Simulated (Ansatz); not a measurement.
Frontier orbitals of C4H7Al, SMILES `CC1=[CH][AlH][CH2]1`.

Cartesian coordinates in Å:
```
C -0.838 1.328 0.589
C -0.229 0.053 0.104
C -0.800 -1.178 0.134
Al 0.795 -1.854 -0.654
C 1.176 0.066 -0.496
H -0.205 1.780 1.359
H -1.839 1.179 0.995
H -0.891 2.054 -0.229
H -1.797 -1.339 0.530
H 1.457 -3.210 -1.153
H 1.242 0.693 -1.390
H 1.930 0.428 0.210
```

The species carries charge 0 and has multiplicity 1. Geometry: relaxed with PBE0-D4/def2-TZVP. Basis def2-TZVPP, Ansatz.

```tsv
functional	HOMO (eV)	LUMO (eV)	gap (eV)
LDA (SPW92)	-6.18	-2.09	4.09
PBE	-6.06	-1.86	4.20
r2SCAN	-6.28	-1.57	4.71
B97M-V	-6.37	-1.69	4.68
PBE0	-7.24	-1.06	6.18
r2SCAN0	-7.36	-0.88	6.48
CAM-B3LYP	-8.50	-0.12	8.38
ωB97M-V	-9.41	0.56	9.97
```

A quarter of exact exchange (PBE0) shifts PBE's HOMO by −1.19 eV and its LUMO by +0.81 eV; full exchange at long range (ωB97M-V) shifts them by −3.36 and +2.43 eV. The gap opens from 4.19 to 9.97 eV, since occupied levels lose self-interaction and empty ones feel all the electrons. A positive LUMO is unbound and depends on the basis.
